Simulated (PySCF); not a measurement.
- GFN2-xTB structure
- GIAO PBE0/pcSseg-1 shieldings
- program: PySCF 2.14.0 with density-fitted response routines
- fast rotation and ring inversion assumed for equivalent nuclei, non-relativistic Hamiltonian, no solvent, single conformer

Shifts are taken against calculated references (same method and geometry level): 1H (31.72 ppm) and 13C (186.93 ppm) against TMS. Acid and N–H amide carbonyl carbons lie up to 10 ppm further downfield in solution (hydrogen bonding). Shifts are as computed. Against solution values, carbons near 30 ppm lie about +3 ppm off and those near 130 ppm about +5 ppm (rms about the fit 2.1 ppm; single classes can miss by 10 ppm). Of 1328 compounds with measured shifts, 309 miss one by over three times the rms of a fit or turn the order of signals round; such compounds aren't used in these exercises. Signals without a measured value on file couldn't be tested in this way; 1H shifts scatter by 0.2 ppm about their fit, and single ones miss by 0.5 ppm. Groups on amide-type nitrogens are kept apart (slow C–N rotation). OH and NH positions are gas-phase values without hydrogen bonding to other molecules.

Q: Order these molecules by the shift of their most shielded carbon, lowest δ first.
A. FC(F)(F)c1ccccn1
B. NC(=O)[C@@H]1C=CC(=O)C1
C. O=C/C=C1/C[C@H]1NC=O

A: C (13.5 ppm, three-membered-ring carbon), B (37.5 ppm, sp3 CH2 α to a carbonyl), A (128.6 ppm, aromatic CH).

Q: Order these molecules by the shift of their most shielded carbon-bound hydrogen, lowest δ first.
A. FC(F)(F)c1ccccn1
B. NC(=O)[C@@H]1C=CC(=O)C1
C. O=C/C=C1/C[C@H]1NC=O

A: C (1.19 ppm, hydrogen on a three-membered-ring carbon), B (2.20 ppm, hydrogen on an sp3 CH2 α to a carbonyl), A (7.61 ppm, hydrogen on an aromatic CH).

Q: How many 13C and 1H signals does each give (equivalence by symmetry and fast rotation, but not about amide C–N or C=N bonds)? `NC(=O)[C@@H]1C=CC(=O)C1`, `C/C=C(\F)CC`, `FC(F)(F)c1ccccn1`, `O=C/C=C1/C[C@H]1NC=O`

A: NC(=O)[C@@H]1C=CC(=O)C1: 6 C, 7 H; C/C=C(\F)CC: 5 C, 4 H; FC(F)(F)c1ccccn1: 6 C, 4 H; O=C/C=C1/C[C@H]1NC=O: 6 C, 7 H.
